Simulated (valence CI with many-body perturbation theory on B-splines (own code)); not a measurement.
## Hg⁹⁺: calculated level list

Calculated by relativistic CI+MBPT: three valence electrons over a frozen Dirac-Fock core [Xe] 4f14, radial functions for each j: 7 s, 7 p, 8 d, 6 f, 4 g, 1 h, with the one-electron correlation potential Σ1 (screened to all orders), the two-electron term Σ2, the three-electron term Σ3, Breit, model QED; selected single and double excitations, second order for the rest, scaled by the run's own slope (own B-spline code, finite nucleus).

No measured levels were compared; by estimate terms of the open shell hold to 2 to 4 % of their energy, and close levels can change places. Only levels of the ground parity were solved; by the run's estimate the other parity begins above the list, which can be wrong where configurations are misplaced.

Levels 1 to 34 of 34, with energies above the lowest level, (5d3/2^3) J=3/2. "Leading %" is the weight of the configuration and term that name the level; weights of strongly mixed levels are sums over their largest components and can fall short, so below about 35 % the name and the second component can differ from the true leading terms, or belong to a minority configuration. In the jj column 3d3/2^4 stands for four electrons in 3d with j = 3/2. Lifetimes count E1, E2, E3, M1 and M2 decay at the calculated energies, and are blank where another channel may lead or the interval is too uncertain; long ones can be off by a factor of two.

```csv
No.,Configuration,Term,J,E (eV),Leading %,g,Leading jj,Lifetime
1,5d3,4F,3/2,0.000,71,0.552,5d3/2^3 (84 %),
2,5d3,4F,5/2,1.835,92,1.042,5d3/2^2 5d5/2 (94 %),9.24 ms
3,5d3,4F,7/2,2.920,68,1.141,5d3/2^2 5d5/2 (74 %),53.4 ms
4,5d3,4P,3/2,3.018,45,1.329,5d3/2^2 5d5/2 (88 %),8.33 ms
5,5d3,2G,9/2,3.353,41,1.128,5d3/2^2 5d5/2 (88 %),1.83 s
6,5d3,4P,1/2,3.541,67,2.009,5d3/2^2 5d5/2 (98 %),26.1 ms
7,5d3,2G,7/2,5.238,65,1.005,5d3/2 5d5/2^2 (81 %),3.23 ms
8,5d3,4P,5/2,5.415,82,1.514,5d3/2^2 5d5/2 (49 %),11.5 ms
9,5d3,2H,9/2,5.532,50,1.119,5d3/2 5d5/2^2 (78 %),5.66 ms
10,5d3,2D,3/2,6.276,43,1.171,5d3/2 5d5/2^2 (96 %),1.90 ms
11,5d3,2P,1/2,6.568,67,1.326,5d3/2 5d5/2^2 (98 %),3.59 ms
12,5d3,2H,11/2,6.938,100,1.090,5d3/2 5d5/2^2 (100 %),11.3 ms
13,5d3,2D,5/2,7.490,92,1.187,5d3/2 5d5/2^2 (64 %),4.49 ms
14,5d3,2F,5/2,7.913,77,0.979,5d3/2 5d5/2^2 (74 %),5.95 ms
15,5d3,2F,7/2,8.292,91,1.122,5d3/2 5d5/2^2 (92 %),6.70 ms
16,5d3,2G,9/2,8.624,58,1.105,5d5/2^3 (89 %),2.18 ms
17,5d3,2P,3/2,9.235,55,1.180,5d5/2^3 (71 %),1.98 ms
18,5d3,2D,3/2,11.790,95,0.831,5d3/2 5d5/2^2 (71 %),1.81 ms
19,5d3,2D,5/2,12.406,75,1.161,5d5/2^3 (79 %),1.04 ms
20,5d2 6s,4F,3/2,33.048,87,0.455,5d3/2^2 6s (94 %),5.43 μs
21,5d2 6s,4F,5/2,33.564,60,1.024,5d3/2^2 6s (90 %),4.39 μs
22,5d2 6s,4F,7/2,35.719,91,1.228,5d3/2 5d5/2 6s (97 %),4.73 μs
23,5d2 6s,4P,1/2,35.974,79,2.417,5d3/2^2 6s (83 %),4.01 μs
24,5d2 6s,2F,5/2,36.311,49,0.987,5d3/2 5d5/2 6s (91 %),3.75 μs
25,5d2 6s,4F,9/2,37.151,74,1.276,5d3/2 5d5/2 6s (70 %),4.50 μs
26,5d2 6s,4P,3/2,37.307,81,1.548,5d3/2 5d5/2 6s (98 %),4.16 μs
27,5d2 6s,4P,5/2,37.354,51,1.321,5d3/2 5d5/2 6s (99 %),3.71 μs
28,5d2 6s,2D,3/2,38.035,41,1.101,5d3/2 5d5/2 6s (89 %),3.67 μs
29,5d2 6s,2G,7/2,38.055,50,1.017,5d3/2 5d5/2 6s (91 %),3.42 μs
30,5d2 6s,2P,1/2,38.632,84,0.952,5d3/2 5d5/2 6s (91 %),3.19 μs
31,5d2 6s,2G,9/2,39.834,74,1.168,5d5/2^2 6s (70 %),3.86 μs
32,5d2 6s,2G,7/2,40.344,49,1.023,5d5/2^2 6s (88 %),3.37 μs
33,5d2 6s,2D,5/2,40.437,52,1.352,5d5/2^2 6s (99 %),3.76 μs
34,5d2 6s,2P,3/2,41.198,61,1.160,5d5/2^2 6s (92 %),3.26 μs
```

The ionisation energy to 5d2 3F_2 of the next ion comes out as 154.01 eV (NIST: 153 ± 2.2 eV (theoretical)). All 34 levels together are meant to be complete up to 41.428 eV.
